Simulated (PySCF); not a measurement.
C2H6ClFOSi.

```xyz
12

C     -2.0894    -0.3466    -0.9137
C     -1.1397    -0.7861     0.1911
O     -1.3820    -0.1281     1.4119
Si     0.6554    -0.4457    -0.2608
F      1.6332    -0.9606     0.9205
Cl     0.9424     1.5738    -0.4992
H     -2.0170     0.7398    -1.0738
H     -3.1330    -0.5836    -0.6456
H     -1.8734    -0.8564    -1.8663
H     -1.2090    -1.8911     0.3060
H     -2.2875    -0.3152     1.6835
H      1.0561    -1.1408    -1.5098
```

Geometry: PBE0-D3(BJ)/def2-SVP. The structure was generated by enumeration; whether it is a known compound was not checked. The values are those of a single conformer.

The numbers are results of PBE/pcSseg-1 (PySCF), not measurements. Non-relativistic, no solvent.

Computed absolute GIAO shielding of each atom: isotropic value and principal components (ppm):
```tsv
atom	σ(iso)	σ11	σ22	σ33	span
C1	159.9	144.4	155.2	180.1	35.7
C2	113.8	90.3	100.6	150.6	60.4
O3	282.8	244.4	292.1	312.0	67.6
Si4	320.8	276.1	329.9	356.3	80.1
F5	314.8	256.3	312.5	375.7	119.4
Cl6	898.9	732.0	955.4	1009.3	277.3
H7	29.8	25.4	30.4	33.7	8.3
H8	30.1	26.6	27.7	36.0	9.4
H9	30.2	26.1	28.0	36.4	10.3
H10	27.3	23.9	26.7	31.4	7.5
H11	31.4	22.6	28.3	43.4	20.7
H12	25.7	22.8	23.1	31.3	8.5
```
